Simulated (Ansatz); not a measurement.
```yaml
crystal:
  periodic: [false, false, false]
  atoms:
    - {symbol: Si, position_ang: [-1.510562, 1.293422, 0.737020]}
    - {symbol: O, position_ang: [-1.187823, -0.276865, 1.028747]}
    - {symbol: Ga, position_ang: [0.029500, -1.478477, 0.488163]}
    - {symbol: Si, position_ang: [1.663725, -0.651213, -1.079511]}
    - {symbol: H, position_ang: [-2.879607, 1.441848, 0.174582]}
    - {symbol: H, position_ang: [-1.421718, 2.080538, 1.996119]}
    - {symbol: H, position_ang: [-0.538537, 1.867402, -0.242250]}
    - {symbol: H, position_ang: [-0.190805, -2.880316, 1.145454]}
    - {symbol: H, position_ang: [2.427388, 0.471771, -0.471038]}
    - {symbol: H, position_ang: [2.623183, -1.718283, -1.471979]}
    - {symbol: H, position_ang: [0.985257, -0.149825, -2.305285]}
basis:
  gaussian: {orbitals: def2-SVP}
hamiltonian: {xc: {name: TPSS}}
output: {forces: true}
```

```sh
$ ansatz run in.yaml --threads 4 --pin off --events-out ev --progress --plain --max-ram 10444MiB
```

It prints (some lines left out):

```
Error: YAML parse error: error: line 17 column 19: hamiltonian.xc: no functional is named "TPSS"; the names, which are not case-sensitive, are SVWN5, SPW92, PBE, PBE0, PBEsol, revPBE, revPBE0, RPBE, rPW86-PBE, HSE06, wPBEh, LC-wPBE, HISS, HF, BLYP, B3LYP, B3LYP5, BHLYP, CAM-B3LYP, r2SCAN, r2SCANh, r2SCAN0, r2SCAN50, m-r2SCAN, B97, wB97, wB97X, wB97X-V, B97M-V, wB97M-V, B2PLYP, B2GP-PLYP, PBE0-DH, PBE-QIDH
15 | basis:
16 |   gaussian: {orbitals: def2-SVP}
17 | hamiltonian: {xc: {name: TPSS}}
18 | output: {forces: true}
```

**Question.** Something in this input is off. What?

**Answer.** The method's name isn't one that the program takes here. The input was rejected before any iteration.

HSE06 is defined as in plane-wave codes.
